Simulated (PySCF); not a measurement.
NMR data simulated for an unnamed compound:

1H NMR (500 MHz, computed): δ 4.19 (br, 1H), 1.81 (s, 3H), 1.32 (s, 9H).

13C{1H} NMR (computed): δ 169.6 (C), 50.0 (C), 29.2 (CH3), 24.8 (CH3).

Equivalent nuclei averaged, single conformer, relativity neglected, no solvent. PBE0/pcSseg-1 with gauge-including orbitals; structure optimised with PBE0-D3(BJ)/def2-SVP; PySCF 2.14.0 with density-fitted response routines.

Shifts are taken against calculated references (same method and geometry level): TMS for 1H (31.27 ppm) and 13C (184.41 ppm).

Problem. Which of these does the molecule contain: a ketone, a CH3CH2 unit, a tert-butyl group, an amide, an NH or NH2 group, an aldehyde?

Solution. 
- A ketone: no.
- A CH3CH2 unit: no.
- A tert-butyl group: yes (δC 29.2, 50.0; δH 1.32 (s)).
- An amide: yes (δC 169.6).
- An NH or NH2 group: yes (δH 4.19 (br)).
- An aldehyde: no.

The data belong to N-tert-Butylacetamide (CC(=O)NC(C)(C)C, C₆H₁₃NO); they needn't prove each group on their own.

Carbon signals by region: 1 in the far downfield region (above 160 ppm), 3 below 50 ppm. Above 160 ppm: 169.6, amide carbonyl carbon.

OH/NH shifts are gas-phase values; hydrogen bonding in solution moves them, usually downfield. Shifts are as computed. Against solution values, carbons near 30 ppm lie about +2 ppm off and those near 130 ppm about +4 ppm. Of 246 compounds with measured shifts, 49 miss one by over three times the rms of a fit or turn the order of signals round; such compounds aren't used in these exercises. Hydrogen bonding in solution deshields acid and N–H amide carbonyl carbons by as much as 10 ppm beyond these values. No couplings were computed; multiplicities are counted from neighbouring protons, with m where these are inequivalent, close in shift, in a saturated or five-membered ring or joined by F or P, and br s for small geminal =CH2 splittings.
